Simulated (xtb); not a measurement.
A geometry relaxed with xtb with GFN2-xTB, charge 0, multiplicity 1:

```xyz
16

C     -0.8705     1.4284     0.2641
Ga     2.9096    -0.1389    -0.1197
C      0.2971    -0.7528    -0.1339
H     -1.0784    -2.4042    -0.3594
H     -2.9831     1.3584     0.3236
H      1.6269     2.4096     0.3416
C      1.5860     1.3411     0.1672
H     -3.1150    -1.0679    -0.0710
C     -2.0627     0.8057     0.2019
C     -1.0209    -1.3383    -0.1859
C      1.4323    -1.4849    -0.2925
C      0.3772     0.7208     0.1058
H     -0.8121     2.4943     0.4374
H      1.3571    -2.5518    -0.4655
H      4.4962    -0.2141    -0.1860
C     -2.1394    -0.6055    -0.0277
```

Task: Write the SMILES of this molecule.

Result: `[CH]1=c2ccccc2=[CH][GaH]1`
